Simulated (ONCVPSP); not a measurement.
# Potentials for carbon (C) compared

Generated with ld1.x 7.5 (TM, RRKJ, ultrasoft, PAW), atompaw 4.2 or ONCVPSP 4.0.1. The cutoff is in Ry: for ld1.x and atompaw files where the sum of valence levels is converged to 10 mRy in a Bessel basis, for ONCV files where the hardest occupied wave has 1 mHa per electron of residual kinetic energy. The error is the largest all-electron minus pseudo excitation energy over each file’s own four to seven test configurations (ionisations up to +4, promotions, holes and added fractions of an electron), all of which were solved. The labels leave out finer settings (local radius, basis sizes, second energies), which also bear on the numbers. Spin-polarised tests are not counted. The rows are a selection from randomly drawn settings: files with unsolved tests, undetermined cutoffs or missed reference levels are left out.

A true bound ghost makes a file unfit for plane-wave use even where its test errors are small: the radial tests pick states by their node count and pass the ghost by.

| potential | cutoff (Ry) | largest error (meV) | bound ghosts |
| --- | --- | --- | --- |
| ONCV, LDA (Perdew-Wang 92), scalar-relativistic, rc 1.05/1.45/1.15 (spd), local smoothed, core correction yes, reference 2s2 2p1.5, qcut 6.3/4.5/7.7, projectors 2/2/2 | 98 | +195 | none |
| ONCV, PW91, scalar-relativistic, rc 1.15/1.40/1.35 (spd), local smoothed, core correction no, reference 2s2 2p1.75, qcut 4.5/6.8/7.6, projectors 3/1/1 | 107 | +158 | none |
| ONCV, PBE, non-relativistic, rc 1.30/1.95 (sp), local smoothed, core correction yes, reference 2s2 2p2, qcut 5.6/6.3, projectors 2/2 | 32 | +669 | none |
| ONCV, PBE, scalar-relativistic, rc 1.30/2.90 (sp), local smoothed, core correction yes, reference 2s2 2p1, qcut 5.2/5.7, projectors 2/3 | 36 | +961 | none |
| ONCV, PBE, scalar-relativistic, rc 0.95/2.00/1.75 (spd), local smoothed, core correction yes, reference 2s2 2p2, qcut 7.2/7.8/5.1, projectors 2/2/2 | 40 | +582 | none |
| ONCV, PBE, scalar-relativistic, rc 1.04/3.34/3.60 (spd), local s, core correction yes, reference 2s2 2p1, qcut 8.6/5.9/3.7, projectors 0/1/2 | 45 | +1347 | none |
| ONCV, PBEsol, scalar-relativistic, rc 0.90/0.70/0.75 (spd), local smoothed, core correction no, reference 2s2, qcut 6/12.8/11.7, projectors 2/2/1 | 44 | +137 | none |
| ONCV, PBEsol, scalar-relativistic, rc 1.05/2.80/2.75 (spd), local smoothed, core correction no, reference 2s2 2p0.5, qcut 7.8/5.3/4, projectors 2/2/1 | 45 | +1023 | none |

Q: Fill in the row for C: ONCV, PW91, scalar-relativistic, rc 0.90/3.05/3.35 (spd), local smoothed, core correction yes, reference 2s2 2p2, qcut 7.8/3.6/2.4, projectors 3/2/1.

A: cutoff 40 Ry, largest error +3973 meV, bound ghosts: s.
